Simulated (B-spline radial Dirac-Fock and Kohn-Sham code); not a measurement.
# The K (1s) hole of nickel ions: width and yield against charge

Model: independent-particle rates on relativistic LDA orbitals of the hole state (multipoles up to L = 3, Coulomb Auger matrix elements, transition energies from Dirac-Fock). Program: a radial B-spline solver. Tabulated ground configurations, configuration averages; single configurations, so decays that open only by mixing (as 1s 2s² with 1s 2p² in Be-like ions) are missing and such tiny yields are far too low.

| ion | configuration | radiative (eV) | non-radiative (eV) | yield |
| --- | --- | --- | --- | --- |
| Ni | [Ar] 3d8 4s2 | 0.569 | 0.796 | 0.417 |
| Ni⁺ | [Ar] 3d9 | 0.568 | 0.790 | 0.418 |
| Ni²⁺ | [Ar] 3d8 | 0.569 | 0.793 | 0.418 |
| Ni³⁺ | [Ar] 3d7 | 0.571 | 0.798 | 0.417 |
| Ni⁴⁺ | [Ar] 3d6 | 0.573 | 0.803 | 0.417 |
| Ni⁵⁺ | [Ar] 3d5 | 0.576 | 0.809 | 0.416 |
| Ni⁶⁺ | [Ar] 3d4 | 0.578 | 0.816 | 0.415 |
| Ni⁷⁺ | [Ar] 3d3 | 0.582 | 0.823 | 0.414 |
| Ni⁸⁺ | [Ar] 3d2 | 0.585 | 0.831 | 0.413 |
| Ni⁹⁺ | [Ar] 3d1 | 0.589 | 0.840 | 0.412 |
| Ni¹⁰⁺ | [Ne] 3s2 3p6 | 0.594 | 0.850 | 0.411 |
| Ni¹¹⁺ | [Ne] 3s2 3p5 | 0.584 | 0.831 | 0.413 |
| Ni¹²⁺ | [Ne] 3s2 3p4 | 0.574 | 0.810 | 0.415 |
| Ni¹³⁺ | [Ne] 3s2 3p3 | 0.563 | 0.788 | 0.417 |
| Ni¹⁴⁺ | [Ne] 3s2 3p2 | 0.551 | 0.765 | 0.419 |
| Ni¹⁵⁺ | [Ne] 3s2 3p1 | 0.538 | 0.740 | 0.421 |
| Ni¹⁶⁺ | [Ne] 3s2 | 0.523 | 0.715 | 0.423 |
| Ni¹⁸⁺ | [He] 2s2 2p6 | 0.529 | 0.673 | 0.440 |
| Ni¹⁹⁺ | [He] 2s2 2p5 | 0.456 | 0.522 | 0.466 |
| Ni²⁰⁺ | [He] 2s2 2p4 | 0.378 | 0.385 | 0.495 |
| Ni²¹⁺ | [He] 2s2 2p3 | 0.293 | 0.267 | 0.523 |
| Ni²²⁺ | [He] 2s2 2p2 | 0.202 | 0.171 | 0.541 |
| Ni²³⁺ | [He] 2s2 2p1 | 0.104 | 0.104 | 0.501 |
| Ni²⁴⁺ | [He] 2s2 | 4.19e-07 | 0.0690 | 6.08e-06 |

Values without a named source are computed, but for edge energies of neutral atoms, which are taken from tables.
